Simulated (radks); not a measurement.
Values are calculated unless marked as measured or tabulated.
Valence configurations of the phosphorus ion P3+ (all share [Ne]). Code: a radial shooting solver on a logarithmic mesh with Libxc functionals. Model: non-relativistic Kohn-Sham, PBE, spin-polarised, spherical densities, point nucleus; open shells are filled with parallel spins first. Energies are relative to 3s2; eigenvalues in eV for spin up.

valence      E (eV)  moment (Bohr magnetons)    e(3p)    e(3s)
3s2           0.000                        0        -  -45.504
3p2          18.635                        2  -37.705        -
3s1 3p1       8.353                        2  -37.222  -47.503
3s1.5 3p0.5   4.612                        1  -36.415  -46.618
3s0.5 3p1.5  13.494                        2  -37.466  -47.749

NIST lists [Ne] 3s2 as the ground configuration; this level of theory agrees among the configurations tried. The energies are those of spherical high-spin densities, not of single terms.
